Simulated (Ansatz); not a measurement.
CH6ClNSSi can be A, `CN[SiH](S)Cl`, or B, `NC(S)[SiH2]Cl`.

Computed with Ansatz on PBE0-D4/def2-TZVP structures; ΔE is electronic, products minus reactants. CCSD(T)/CBS is the MP2 limit (def2-TZVPP, def2-QZVPP) plus CCSD(T) − MP2 in def2-TZVPP, frozen cores. Functionals use def2-TZVPP. B3LYP here is the variant with VWN-RPA as its local correlation; programs differ in this. Each species was taken in one conformer, which may not be the lowest.

Q: Which is lower in electronic energy at CCSD(T)/CBS, and by how much? (Best estimate.)

A: Computed: A, by 44.1 kcal/mol.

Q: Give E(B) − E(A) in kcal/mol with MP2/def2-TZVPP, HF/def2-TZVPP, B2PLYP, B3LYP-D4, PBE-D4, CCSD/def2-TZVPP, ωB97M-V. (Best estimate.)

A: Computed: MP2/def2-TZVPP 44.9, HF/def2-TZVPP 47.2, B2PLYP 44.6, B3LYP-D4 44.2, PBE-D4 41.8, CCSD/def2-TZVPP 44.3, ωB97M-V 44.0. None reverses the order clearly.

Largest T1 diagnostic: 0.011.

From PBE to PBE0 (25 % exact exchange), in def2-TZVPP and without D4, E(B) − E(A) moves by +1.7 kcal/mol. In def2-TZVPP, CCSD(T) changes the Hartree–Fock value by −3.5 kcal/mol (the triples alone add −0.7 kcal/mol) and MP2 by −2.3 kcal/mol.
